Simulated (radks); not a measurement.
Species: Cs14+. Configuration: [Ar] 3d10 4s2 4p5 4d6 (not the ground configuration). All-electron calculation, scalar-relativistic Kohn-Sham, r2SCAN, spin-polarised, spherical densities, finite nucleus; open shells are filled with parallel spins first (spin-orbit coupling, left out, can overturn this in heavy ions); meta-GGA in the generalised Kohn-Sham scheme; Fermi nuclear charge, rms radius 4.8041 fm. Program: a radial shooting solver on a logarithmic mesh with Libxc functionals.

Unscreened Slater integrals over Kohn-Sham orbitals (hartree). They are taken over the spin-up orbitals.

\begin{tabular}{lr}
integral & value \\ \hline
F0(4d,4d) & 1.2114 \\
F2(4d,4d) & 0.62569 \\
F4(4d,4d) & 0.42341 \\
F0(4d,4p) & 1.2462 \\
F2(4d,4p) & 0.64789 \\
G1(4d,4p) & 0.82088 \\
G3(4d,4p) & 0.51904 \\
F0(4d,4s) & 1.2711 \\
G2(4d,4s) & 0.64092 \\
F0(4p,4p) & 1.2861 \\
F2(4p,4p) & 0.68052 \\
F0(4p,4s) & 1.3135 \\
G1(4p,4s) & 0.89869 \\
F0(4s,4s) & 1.3434 \\
\end{tabular}

Derived for the open shells (J is the average intra-shell exchange parameter used in DFT+U). 4p: J = F2/5 = 0.1361 hartree. 4d: Racah B = F2/49 - 5 F4/441 = 0.007969 hartree, C = 35 F4/441 = 0.03360 hartree, C/B = 4.22, F4/F2 = 0.677, J = (F2 + F4)/14 = 0.07494 hartree.
